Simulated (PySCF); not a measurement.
## Bi⁺ (bismuth, charge +1): UHF calculation

Configuration: [Xe] 4f14 5d10 6s2 6p2, high-spin 3P determinant. All numbers are calculated (PySCF 2.14, scalar relativity by spin-free X2C-1e, in aug-cc-pwCVTZ-DK3 (11s10p8d5f1g, 125 functions)).

* Total energy: -21526.820890 hartree
* One-electron energy: -29412.7739 hartree
* Hartree (Coulomb) energy: 8284.0480 hartree
* Exchange energy: -398.0950 hartree
* ⟨S²⟩: 2.0084
* ⟨L²⟩: 2.019
* Sum of ⟨r⟩: 46.58 bohr
* Sum of ⟨r²⟩: 60.67 bohr²
* Traceless quadrupole moment −½Σ⟨3z² − r²⟩ along its main axis: 3.61 e·bohr²
* Langevin diamagnetic susceptibility: -48.1 ×10⁻⁶ cm³/mol

```csv
shell,electrons,mean orbital energy (eV),spread (eV),"rms radius, mean of both spins (bohr)"
1s α,1,-91007.0,0,0.0178
1s β,1,-91006.9,0,0.0178
2s α,1,-16518.3,0,0.0718
2s β,1,-16518.3,0,0.0718
2p α,3,-14207.8,0.015,0.0664
2p β,3,-14207.7,0.045,0.0664
3s α,1,-4067.6,0,0.183
3s β,1,-4067.6,0,0.183
3p α,3,-3394.0,0.011,0.186
3p β,3,-3393.9,0.110,0.186
3d α,5,-2679.4,0.067,0.170
3d β,5,-2679.4,0.094,0.170
4s α,1,-980.05,0,0.400
4s β,1,-979.96,0,0.400
4p α,3,-754.49,0.039,0.427
4p β,3,-754.37,0.215,0.427
4d α,5,-483.83,0.148,0.453
4d β,5,-483.79,0.207,0.453
5s α,1,-190.10,0,0.890
5s β,1,-189.85,0,0.890
4f α,7,-187.64,0.180,0.480
4f β,7,-187.60,0.230,0.480
5p α,3,-123.89,0.061,1.01
5p β,3,-123.67,0.486,1.01
5d α,5,-44.132,0.348,1.31
5d β,5,-43.840,0.641,1.31
6s α,1,-27.935,0,2.32
6s β,1,-23.916,0,2.32
6p α,2,-15.699,0,2.97
```

Spin-orbit coupling is strong in this species (close to jj coupling), so the high-spin LS determinant is a model state, not a physical level.

Densities and radii are taken from the X2C orbitals without a picture-change correction, which distorts them close to the nucleus.

Spin-orbit constants ζ (cm⁻¹) from the X2C one-electron operator on these orbitals: bare nucleus, nucleus screened by l(l+1)(2l+1)/3 electrons, and screened by the Breit-Pauli mean field of the electrons.

```
shell      bare  screened nucleus  mean field
   2p  11470000          11200000         n/a
   3p   2597000           2535000         n/a
   3d    397500            349600         n/a
   4p    635900            620600         n/a
   4d     87300             76780         n/a
   4f     18710             12400         n/a
   5p    114500            111700         n/a
   5d     10700              9413         n/a
   6p     10450             10200         n/a
```

To first order the Landé constant is A = 5099 cm⁻¹, so the lowest level has J = 0 and lies 1.26 eV below the centre of the term. This holds in LS coupling only, and this species is close to jj coupling.
